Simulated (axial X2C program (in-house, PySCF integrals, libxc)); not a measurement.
## Excited states of LaP by EOM-EE-CCSD

Calculated with an in-house all-electron X2C program for linear molecules (integrals from PySCF): two-component X2C with atomic mean-field Coulomb and Gaunt terms, Gaussian nuclei, basis La dyall-cv3z, P dyall-av3z with contracted cores.

R = 2.372 Å (near the PBE0 minimum at charge 0 of the determinant lowest at the starting distance; the state shown can have its own minimum elsewhere).

Vertical excitation energies from the closed-shell determinant state of LaP:

| Ω | excitation (eV) | cm⁻¹ | hole of the leading pair | particle of the leading pair | weight of the pair (for Ω = 0 its time-reversed partner can hold as much again) | singles weight |
| --- | --- | --- | --- | --- | --- | --- |
| 0⁻ | 0.650 | 5241 | 54% P pσ, 30% La dσ, 6% La pσ | 58% La sσ, 16% La dσ, 9% La pσ | 0.46 | 0.93 |
| 1 | 0.650 | 5244 | 55% P pσ, 30% La dσ, 6% La pσ | 58% La sσ, 16% La dσ, 9% La pσ | 0.92 | 0.93 |
| 0⁺ | 0.815 | 6574 | 54% P pσ, 29% La dσ, 6% La pσ | 58% La sσ, 20% La dσ, 8% P pσ | 0.46 | 0.91 |
| 2 | 0.906 | 7305 | 55% P pπ, 35% La dπ | 57% La sσ, 19% La dσ, 9% P pσ | 0.90 | 0.93 |
| 1 | 0.924 | 7451 | 55% P pπ, 35% La dπ | 58% La sσ, 19% La dσ, 9% P pσ | 0.60 | 0.93 |
| 0⁻ | 0.951 | 7666 | 55% P pπ, 34% La dπ | 57% La sσ, 19% La dσ, 9% P pσ | 0.44 | 0.93 |
| 0⁺ | 0.953 | 7686 | 54% P pπ, 34% La dπ | 57% La sσ, 19% La dσ, 9% P pσ | 0.44 | 0.93 |
| 1 | 1.072 | 8647 | 55% P pπ, 34% La dπ | 58% La sσ, 18% La dσ, 8% P pσ | 0.61 | 0.92 |
| 1 | 1.498 | 12085 | 54% P pσ, 31% La dσ, 6% La pσ | 94% La dδ | 0.91 | 0.92 |
| 2 | 1.522 | 12275 | 54% P pσ, 31% La dσ, 6% La pσ | 94% La dδ | 0.73 | 0.92 |
| 3 | 1.571 | 12668 | 54% P pσ, 31% La dσ, 6% La pσ | 94% La dδ | 0.91 | 0.92 |

This point took 90 s on 1 thread of Arm Neoverse V1, on a shared host.

Reference electrons by ω block (each with its −ω partner): 1/2: 24, 3/2: 10, 5/2: 2. 16 electrons of LaP correlated (inner shells frozen), 88 natural virtual spinors (a truncated set); levels can be off by some tenths of an eV. Roots sought by Ω: (0: 5, 1: 4, 2: 3, 3: 1); rows need 60 % singles weight and stop where some Ω has no more roots. Missing are any skipped roots, higher Ω and states of a further excitation; these come out far too high here and may in truth be low or lowest. T1 of the reference 0.030 (Lee–Taylor). Number of frozen shells: La 4 s, 3 p, 2 d; P 2 s, 1 p. Large amplitudes in the reference (orbital relaxation or multireference character) lower the reliability.
